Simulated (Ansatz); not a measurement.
Reactions of C4H6S (`CC(C)=C=S`).

Computed with Ansatz on PBE0-D4/def2-TZVP structures; ΔE is electronic, products minus reactants. CBS: MP2 limit from def2 TZ/QZ plus the TZ coupled-cluster correction, frozen cores. For Se outer-core shells are correlated without core-valence functions, which leaves a few kJ/mol of doubt a bond. Scalar relativity is left out up to krypton. One conformer a species, not always the lowest.

(1) Order these by ΔE at CCSD(T)/CBS, lowest first. (An estimate is asked.)
A. `CC(C)=C=S` + `ClB(Cl)[SeH]` → `C[Se]B(Cl)Cl` + `CC=C=S`
B. `CC(C)=C=S` + `CO[Si](N)(F)Cl` → `CN[Si](F)(Cl)OC` + `CC=C=S`
C. `CC(C)=C=S` + `CBN` → `CBNC` + `CC=C=S`

Largest T1 diagnostic: 0.016, for `CC=C=S`.

Answers

(1) A (+0.06 eV), C (+0.44 eV), B (+0.54 eV).
